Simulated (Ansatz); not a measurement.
`O/C(F)=[CH]\[GeH3]` + `BN` → `B[NH][GeH3]` + `C=C(O)F` at 298.15 K and 1 bar (ligand exchange at a Ge–C bond).

Computed with Ansatz on PBE0-D4/def2-TZVP structures; ΔE is electronic, products minus reactants. CCSD(T)/CBS is the MP2 limit (def2-TZVPP, def2-QZVPP) plus CCSD(T) − MP2 in def2-TZVPP, frozen cores. This one scheme is used for every species. For Ge outer-core shells are correlated without core-valence functions, which leaves a few kJ/mol of doubt a bond. Scalar relativity is left out up to krypton. Each species was taken in one conformer, which may not be the lowest.

| species | CCSD(T)/CBS energy (Eh) | H − E (kJ/mol) | S (J/(mol·K)) |
| --- | --- | --- | --- |
| `O/C(F)=[CH]\[GeH3]` | -2330.15381 | 185.0 | 360.7 |
| `BN` | -81.93499 | 137.2 | 228.1 |
| `B[NH][GeH3]` | -2159.24687 | 178.2 | 305.9 |
| `C=C(O)F` | -252.84296 | 141.8 | 284.3 |

H − E and S are ideal-gas, rigid-rotor, harmonic terms from PBE0-D4/def2-TZVP, for one conformer and one mirror image of each species. 1 Eh = 2625.50 kJ/mol, R = 8.31446 J/(mol·K).

Question: By hand: ΔE, ΔH, ΔS and ΔG.

Answer: ΔE = (-2159.24687) + (-252.84296) − (-2330.15381) − (-81.93499) = -0.00103 Eh = -2.7 kJ/mol. Δ(H − E) = 178.2 + 141.8 − 185.0 − 137.2 = -2.2, so ΔH = -4.9 kJ/mol. ΔS = 305.9 + 284.3 − 360.7 − 228.1 = 1.4 J/(mol·K). ΔG = -4.9 − 298.15 × (1.4)/1000 = -5.3 kJ/mol.

Question: By hand: the equilibrium constant, and the temperature at which ΔG would vanish if ΔH and ΔS stayed fixed.

Answer: log₁₀ K = −ΔG/(RT ln 10) = 0.9. ΔH and −TΔS have one sign here, so there is no such temperature. One of them is within its doubt of zero, so this could turn.

The number of gas molecules stays the same, so ΔS is small and ΔH decides. The sign of ΔG lies within the doubt. A doubt of 5 kJ/mol in ΔE shifts log₁₀ K by 0.9 here. Other conformers and mirror images would add mixing entropy, several J/(mol·K) or more a flexible species. Modes under 60 cm⁻¹, often nearly free rotors, make the harmonic entropy too high. These are equilibria of isolated gas molecules and say nothing of rates. Largest T1 diagnostic: 0.013 (customary marks: 0.02 for closed shells, 0.045 for open ones).
